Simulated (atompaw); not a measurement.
**lithium (Li): PAW (atompaw) pseudisation with PBEsol, scalar-relativistic reference atom.**

The input file (atompaw 4.2.0.5):

```
Li 3
GGA-PBESOL scalarrelativistic loggrid 1500 logderivrange -2 5 176
2 2 0 0 0 0
2 0 1
2 1 0
0 0 0
c
v
v
1
3.00 2.25 2.75 2.25
y
4.6
n
y
0.85
n
custom rrkj gramschmidtortho sinc
bessel
3.00
3.00
3.00
3.00
PWSCFOUT
UPFDX 0.0125d0 UPFXMIN -7.d0 UPFZMESH 3.d0
END
```

Command:

```bash
atompaw < Li.input > Li.log
```

The program printed (summary file):

```
Completed calculations for Li (AE)

 Exchange-correlation type: GGA, Perdew-Burke-Ernzerhof modified (PBEsol)

 Radial integration grid is logarithmic
 r0 =   2.3230853E-03 h =   6.9692560E-03   n =      1500 rmax =   8.0000000E+01

 Scalar relativistic calculation

 AEatom converged in  21 iterations
   nz     =   3.00
   delta  =       3.025138547923E-17

 All Electron Orbital energies:
  n  l      occupancy      energy
  1  0      2.0000000E+00 -3.7758362E+00
  2  0      1.0000000E+00 -2.0740869E-01
  2  1      0.0000000E+00 -7.7581270E-02

 Total energy
   Total                    :      -14.77563065366009

 ---
 Completed calculations for Li (SC)

 Exchange-correlation type: GGA, Perdew-Burke-Ernzerhof modified (PBEsol)

 Radial integration grid is logarithmic
 r0 =   2.3230853E-03 h =   6.9692560E-03   n =      1500 rmax =   8.0000000E+01

 Scalar relativistic calculation

 SCatom converged in   1 iterations
   nz     =   3.00
   delta  =       2.869605216385E-19

 Valence Electron Orbital energies:
  n  l      occupancy      energy
   2  0      1.0000000E+00 -2.0740869E-01
   2  1      0.0000000E+00 -7.7581270E-02

 Total energy
   Total                    :      -14.77563065366023
   Valence                  :       -3.55815902623658

 PAW parameters:
       lmax =            1
         rc =    3.0004496019213001
        irc =         1029
   rc_shape =    2.2541355175618176
    rc_vloc =    2.7595387180808513
    rc_core =    2.2541355175618176
   Vloc: truncated form - Vps(r)=A.sin(qr)/r for r<rc
   Projector type: RRKJ pseudization + Gram-Schmidt ortho.
   Sinc^2 compensation charge shape zeroed at   2.2541E+00

 Number of basis functions     4
 No.   n  nodes  l      Energy         Cp coeff         Occ
  1    2    1    0   -0.2074087E+00  0.1000000E+01  0.1000000E+01
  2  999    2    0    0.4600000E+01  0.4549182E+00  0.0000000E+00
  3    2    0    1   -0.7758127E-01  0.1000000E+01  0.0000000E+00
  4  999    1    1    0.8500000E+00 -0.9228479E-02  0.0000000E+00

 Eigenvalues of overlap operator (in the basis of projectors):
    1        7.82703759E-03
    2        6.02082381E-02
    3        2.02936746E+00
    4        1.59005971E+01

 Orbital leakage outside PAW augmentation regions
   orb  is_core?  %out_of_sphere
   1 0    T           0.01
   2 0    F          68.14
   2 1    F          80.32

 Summary of PAW energies
   Total valence energy     :     -3.55815925617159
   Smooth energy            :      0.37896615470759
   One center               :     -3.93712541087918
   Smooth kinetic           :      0.13692901860202
   Vloc energy              :      0.05703805268523
   Smooth exch-corr         :     -0.24733797852123
   One-center xc            :     -3.18122980740342
```

The run took about 0.65 s on one core of a shared server CPU.
